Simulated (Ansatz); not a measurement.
F2GeH5NSi, SMILES `F[SiH](F)[NH][GeH3]`, charge 0, multiplicity 1.

(1) Give a relaxed structure at PBE0-D4/def2-TZVP (Ansatz 0.2.0). (Best estimate.)

Results:

(1) The calculation gave: 
```xyz
10

F    -1.406   -1.711    1.080
Si   -1.481   -0.494    0.059
F    -1.942    0.732    0.957
N     0.001   -0.146   -0.661
Ge    1.514    0.575    0.127
H    -2.510   -0.806   -0.946
H     0.113   -0.433   -1.621
H     1.855    1.909   -0.556
H     2.684   -0.407   -0.044
H     1.171    0.780    1.605
```
This is one stationary point; other conformers may exist.
